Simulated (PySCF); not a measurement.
CH5ClF2Si2, SMILES FC[Si@H](F)[SiH2]Cl.

The structure is a stationary point at PBE-D3(BJ)/def2-SVP. The structure was generated by enumeration; whether it is a known compound was not checked. One conformer was computed; it need not be the lowest.

Method: PySCF 2.14.0 with PBE-D3(BJ)/def2-SVP.

Frequencies are harmonic and unscaled.

Computed normal modes with their intensities:
```json
[
 {"mode": "1", "ν (cm⁻¹)": "43", "IR (km/mol)": "0.3", "moving atoms (share of kinetic energy)": "F 48 %, Cl 35 %, Si 9 %"},
 {"mode": "2", "ν (cm⁻¹)": "69", "IR (km/mol)": "2.3", "moving atoms (share of kinetic energy)": "F 50 %, Cl 23 %, Si 19 %"},
 {"mode": "3", "ν (cm⁻¹)": "97", "IR (km/mol)": "3.8", "moving atoms (share of kinetic energy)": "Cl 31 %, Si 19 %, H 17 %, F 17 %, C 16 %"},
 {"mode": "4", "ν (cm⁻¹)": "114", "IR (km/mol)": "5.1", "moving atoms (share of kinetic energy)": "F 49 %, H 18 %, C 18 %, Si 14 %"},
 {"mode": "5", "ν (cm⁻¹)": "169", "IR (km/mol)": "17.7", "moving atoms (share of kinetic energy)": "F 48 %, Si 25 %, H 16 %, C 10 %"},
 {"mode": "6", "ν (cm⁻¹)": "255", "IR (km/mol)": "10.1", "moving atoms (share of kinetic energy)": "Si 55 %, H 20 %, C 10 %"},
 {"mode": "7", "ν (cm⁻¹)": "289", "IR (km/mol)": "2.5", "moving atoms (share of kinetic energy)": "F 64 %, Si 15 %, C 14 %"},
 {"mode": "8", "ν (cm⁻¹)": "402", "IR (km/mol)": "6.8", "moving atoms (share of kinetic energy)": "Si 71 %, H 19 %"},
 {"mode": "9", "ν (cm⁻¹)": "459", "IR (km/mol)": "12.4", "moving atoms (share of kinetic energy)": "H 70 %, Si 24 %"},
 {"mode": "10", "ν (cm⁻¹)": "528", "IR (km/mol)": "40.3", "moving atoms (share of kinetic energy)": "Si 52 %, Cl 42 %"},
 {"mode": "11", "ν (cm⁻¹)": "622", "IR (km/mol)": "17.4", "moving atoms (share of kinetic energy)": "H 87 %, C 10 %"},
 {"mode": "12", "ν (cm⁻¹)": "660", "IR (km/mol)": "2.1", "moving atoms (share of kinetic energy)": "H 95 %"},
 {"mode": "13", "ν (cm⁻¹)": "707", "IR (km/mol)": "33.5", "moving atoms (share of kinetic energy)": "C 41 %, Si 36 %, H 20 %"},
 {"mode": "14", "ν (cm⁻¹)": "776", "IR (km/mol)": "230.8", "moving atoms (share of kinetic energy)": "H 85 %, Si 10 %"},
 {"mode": "15", "ν (cm⁻¹)": "782", "IR (km/mol)": "46.2", "moving atoms (share of kinetic energy)": "H 80 %, F 15 %"},
 {"mode": "16", "ν (cm⁻¹)": "838", "IR (km/mol)": "71.9", "moving atoms (share of kinetic energy)": "H 71 %, C 16 %, Si 11 %"},
 {"mode": "17", "ν (cm⁻¹)": "871", "IR (km/mol)": "125.4", "moving atoms (share of kinetic energy)": "Si 43 %, F 40 %, H 16 %"},
 {"mode": "18", "ν (cm⁻¹)": "901", "IR (km/mol)": "49.2", "moving atoms (share of kinetic energy)": "H 92 %"},
 {"mode": "19", "ν (cm⁻¹)": "1008", "IR (km/mol)": "55.6", "moving atoms (share of kinetic energy)": "C 52 %, F 43 %"},
 {"mode": "20", "ν (cm⁻¹)": "1179", "IR (km/mol)": "5.4", "moving atoms (share of kinetic energy)": "H 90 %"},
 {"mode": "21", "ν (cm⁻¹)": "1247", "IR (km/mol)": "0.2", "moving atoms (share of kinetic energy)": "H 75 %, C 23 %"},
 {"mode": "22", "ν (cm⁻¹)": "1399", "IR (km/mol)": "7.7", "moving atoms (share of kinetic energy)": "H 94 %"},
 {"mode": "23", "ν (cm⁻¹)": "2160", "IR (km/mol)": "65.2", "moving atoms (share of kinetic energy)": "H 97 %"},
 {"mode": "24", "ν (cm⁻¹)": "2170", "IR (km/mol)": "117.2", "moving atoms (share of kinetic energy)": "H 97 %"},
 {"mode": "25", "ν (cm⁻¹)": "2177", "IR (km/mol)": "80.7", "moving atoms (share of kinetic energy)": "H 96 %"},
 {"mode": "26", "ν (cm⁻¹)": "2967", "IR (km/mol)": "13.6", "moving atoms (share of kinetic energy)": "H 95 %"},
 {"mode": "27", "ν (cm⁻¹)": "3034", "IR (km/mol)": "7.9", "moving atoms (share of kinetic energy)": "H 90 %, C 10 %"}
]
```
